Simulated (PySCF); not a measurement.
# How methods differ on the ionisation energy of Nd(2+)

Nd(2+) [Xe] 4f4 (high-spin determinant) → Nd(3+) [Xe] 4f3 (high-spin determinant), as a difference of total energies. Computed with PySCF 2.14 in cc-pVDZ-X2C (8s7p5d3f1g, 84 functions), with the spin-free X2C one-electron Hamiltonian (Gaussian nucleus). Correlated levels: valence: [Kr] 4d10 frozen; valence and next inner shell: [Ar] 3d10 frozen. The calculations carry no spin-orbit coupling.

```
                                method  ionisation energy (eV)
                                   UHF                  19.900
                                   LDA                  23.515
                                   PBE                  23.187
                                  PBE0                  22.656
                                r2SCAN                  22.931
                             BHandHLYP                  21.903
                                   M06                  22.806
                                  TPSS                  22.883
                         MP2 (valence)                  21.316
                     SCS-MP2 (valence)                  20.851
    MP2 (valence and next inner shell)                  21.330
SCS-MP2 (valence and next inner shell)                  20.843
```

How much does correlation contribute at MP2 (valence and next inner shell)?

21.330 − (19.900) = 1.430 eV, measured against UHF.

A first-order spin-orbit estimate (lowest level to lowest level, LS coupling) adds -0.044 eV.

Errors of the correlated levels include the incompleteness of this basis and the frozen core.

The determinant of Nd(3+) and of Nd(2+) mixes LS terms, which raises its energy above the lowest term, most at the Hartree-Fock and MP2 levels.

For comparison: 22.09 ± 0.04 eV (semi-empirical (NIST evaluation); NIST Atomic Spectra Database, ionization energies).
